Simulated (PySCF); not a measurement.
CH3Cl2NSi2, SMILES Cl[Si]1(Cl)[SiH2]N=C1.

Geometry optimised at PBE-D3(BJ)/def2-SVP. This is a generated structure with no PubChem entry under its InChIKey; it may be hypothetical.

Level of theory: PBE-D3(BJ)/def2-SVP run with PySCF.

Frequencies are harmonic and unscaled.

```json
[
 {"mode": "1", "ν (cm⁻¹)": "53", "IR (km/mol)": "2.8", "moving atoms (share of kinetic energy)": "Cl 47 %, N 29 %, Si 21 %"},
 {"mode": "2", "ν (cm⁻¹)": "108", "IR (km/mol)": "0.2", "moving atoms (share of kinetic energy)": "Cl 27 %, Si 27 %, H 19 %, N 14 %, C 13 %"},
 {"mode": "3", "ν (cm⁻¹)": "147", "IR (km/mol)": "3.6", "moving atoms (share of kinetic energy)": "Cl 69 %, Si 25 %"},
 {"mode": "4", "ν (cm⁻¹)": "171", "IR (km/mol)": "5.6", "moving atoms (share of kinetic energy)": "Si 46 %, Cl 27 %, C 17 %"},
 {"mode": "5", "ν (cm⁻¹)": "276", "IR (km/mol)": "0.2", "moving atoms (share of kinetic energy)": "H 50 %, C 32 %, N 12 %"},
 {"mode": "6", "ν (cm⁻¹)": "316", "IR (km/mol)": "7.5", "moving atoms (share of kinetic energy)": "Cl 58 %, Si 21 %, C 10 %"},
 {"mode": "7", "ν (cm⁻¹)": "437", "IR (km/mol)": "14.4", "moving atoms (share of kinetic energy)": "Si 62 %, N 20 %, C 9 %, H 8 %"},
 {"mode": "8", "ν (cm⁻¹)": "453", "IR (km/mol)": "33.4", "moving atoms (share of kinetic energy)": "H 60 %, Cl 15 %, Si 13 %"},
 {"mode": "9", "ν (cm⁻¹)": "550", "IR (km/mol)": "165.3", "moving atoms (share of kinetic energy)": "Si 63 %, Cl 19 %"},
 {"mode": "10", "ν (cm⁻¹)": "577", "IR (km/mol)": "99.6", "moving atoms (share of kinetic energy)": "Si 61 %, Cl 25 %, H 13 %"},
 {"mode": "11", "ν (cm⁻¹)": "631", "IR (km/mol)": "4.6", "moving atoms (share of kinetic energy)": "H 75 %, N 14 %"},
 {"mode": "12", "ν (cm⁻¹)": "661", "IR (km/mol)": "27.4", "moving atoms (share of kinetic energy)": "N 56 %, Si 23 %, H 20 %"},
 {"mode": "13", "ν (cm⁻¹)": "717", "IR (km/mol)": "12.0", "moving atoms (share of kinetic energy)": "C 48 %, Si 24 %, H 21 %"},
 {"mode": "14", "ν (cm⁻¹)": "742", "IR (km/mol)": "104.8", "moving atoms (share of kinetic energy)": "H 61 %, Si 24 %"},
 {"mode": "15", "ν (cm⁻¹)": "861", "IR (km/mol)": "46.6", "moving atoms (share of kinetic energy)": "H 75 %, C 23 %"},
 {"mode": "16", "ν (cm⁻¹)": "906", "IR (km/mol)": "107.9", "moving atoms (share of kinetic energy)": "H 94 %"},
 {"mode": "17", "ν (cm⁻¹)": "1225", "IR (km/mol)": "11.8", "moving atoms (share of kinetic energy)": "H 80 %, C 13 %"},
 {"mode": "18", "ν (cm⁻¹)": "1556", "IR (km/mol)": "42.9", "moving atoms (share of kinetic energy)": "C 52 %, N 47 %"},
 {"mode": "19", "ν (cm⁻¹)": "2165", "IR (km/mol)": "89.3", "moving atoms (share of kinetic energy)": "H 98 %"},
 {"mode": "20", "ν (cm⁻¹)": "2183", "IR (km/mol)": "75.8", "moving atoms (share of kinetic energy)": "H 96 %"},
 {"mode": "21", "ν (cm⁻¹)": "2978", "IR (km/mol)": "38.5", "moving atoms (share of kinetic energy)": "H 92 %, C 8 %"}
]
```
